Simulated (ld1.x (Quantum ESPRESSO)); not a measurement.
# Sc (Z = 21), TM: configuration errors across variants

```
Element                 : Sc
Generator               : ld1.x (Quantum ESPRESSO) 7.5
Type                    : norm-conserving Troullier–Martins (Kleinman–Bylander form)
Functional              : PBEsol
Relativity              : scalar-relativistic
Frozen core             : [Ne]
Valence charge          : 11
Reference configuration : 3s2 3p6 3d1 4s1.75 4p0.25
Partial waves           : 3p (bound): rc 1.00 bohr; 3d (bound): rc 2.55 bohr; 3s (bound): rc 1.55 bohr
Local potential         : the s channel
Core correction         : none
```

Occupied shells without a wave of their own: 4p, 4s. They enter only through the test configuration that unscreens the potential.

All-electron excitation energies from the reference (eV): (1) 3s2 3p6 3d1 4s2 4p0 -0.688; (2) 3s2 3p6 3d1 4s1 4p0 6.215; (3) 3s2 3p6 3d1 4s0 4p0 18.866; (4) 3s2 3p6 3d1 4s1.5 4p0 2.071; (5) 3s2 3p6 3d1 4s0 4p1 9.638; (6) 3s2 3p6 3d2 4s0 4p0 6.850; (7) 3s2 3p6 3d0 4s2 4p0 7.708.

For the base: The 4p, 4s levels have no wave, so the channel is fitted at the deeper level alone: the likely source of the large errors.

The file “base” misses its own reference levels by 0.3 eV. The file “wave 3s (bound): rc 1.55 bohr becomes 3s (bound): rc 1.68 bohr” misses its own reference levels by 0.5 eV. The file “wave 3s (bound): rc 1.55 bohr becomes 3s (bound): rc 2.06 bohr” misses its own reference levels by 1.1 eV. The file “wave 3s (bound): rc 1.55 bohr becomes 3s (bound): rc 2.32 bohr” misses its own reference levels by 1.3 eV.

Errors AE − PS in meV (a dash: test not solved or not reliable):

| change | (1) | (2) | (3) | (4) | (5) | (6) | (7) | bound ghosts |
| --- | --- | --- | --- | --- | --- | --- | --- | --- |
| base | +63 | -308 | -949 | -97 | -672 | -449 | +303 | none |
| wave 3s (bound): rc 1.55 bohr becomes 3s (bound): rc 1.02 bohr | +6.2 | -31 | -96 | -9.8 | -66 | +25 | +179 | none |
| wave 3s (bound): rc 1.55 bohr becomes 3s (bound): rc 1.28 bohr | +22 | -105 | -326 | -33 | -229 | -101 | +214 | none |
| wave 3s (bound): rc 1.55 bohr becomes 3s (bound): rc 1.42 bohr | +40 | -198 | -612 | -62 | -433 | -260 | +257 | none |
| wave 3s (bound): rc 1.55 bohr becomes 3s (bound): rc 1.68 bohr | +105 | -519 | -1597 | -164 | -1131 | -820 | +382 | none |
| wave 3s (bound): rc 1.55 bohr becomes 3s (bound): rc 2.06 bohr | +222 | -1116 | -3389 | -356 | -2395 | -1905 | +546 | none |
| wave 3s (bound): rc 1.55 bohr becomes 3s (bound): rc 2.32 bohr | +272 | -1377 | -4142 | -442 | -2921 | -2396 | +597 | none |

Question: Give the same row for: wave 3s (bound): rc 1.55 bohr becomes 3s (bound): rc 1.94 bohr.

Answer: +176, -880, -2688, -279, -1902, -1468, +491; bound ghosts: none.
